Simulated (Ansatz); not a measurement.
`[SiH3]OC1CO1` and `OCC1CO1` differ in one atom or group.

Ansatz, PBE0-D4/def2-TZVP geometries, multiplicity 1. Each molecule was computed in one conformer, which needn't be the lowest.

```csv
property,`[SiH3]OC1CO1`
size of the dipole moment (B3LYP/def2-TZVPP) / D,1.34
LUMO energy (PBE/def2-TZVPP) / eV,-0.41
size of the dipole moment (PBE/def2-TZVPP) / D,1.24
HOMO energy (PBE/def2-TZVPP) / eV,-6.49
HOMO energy (ωB97M-V/def2-TZVPP) / eV,-10.31
LUMO energy (PBE0/def2-TZVPP) / eV,0.47
```

Q: What does the change do to each property? (Estimate.)

A: The calculation gave: 
| property | `OCC1CO1` | shift |
| --- | --- | --- |
| size of the dipole moment (B3LYP/def2-TZVPP) / D | 1.94 | 0.60 |
| LUMO energy (PBE/def2-TZVPP) / eV | 0.37 | 0.78 |
| size of the dipole moment (PBE/def2-TZVPP) / D | 1.74 | 0.50 |
| HOMO energy (PBE/def2-TZVPP) / eV | -6.16 | 0.33 |
| HOMO energy (ωB97M-V/def2-TZVPP) / eV | -10.26 | 0.05 |
| LUMO energy (PBE0/def2-TZVPP) / eV | 1.33 | 0.86 |

With PBE0 the HOMO rises by 0.14 eV and the LUMO rises by 0.86 eV, so the gap widens by about 0.72 eV. PBE moves the HOMO by 0.33 eV and ωB97M-V by 0.05 eV. Dipoles are sizes alone; their direction can turn.

B3LYP here is the variant with VWN-RPA as its local correlation; programs differ in this.
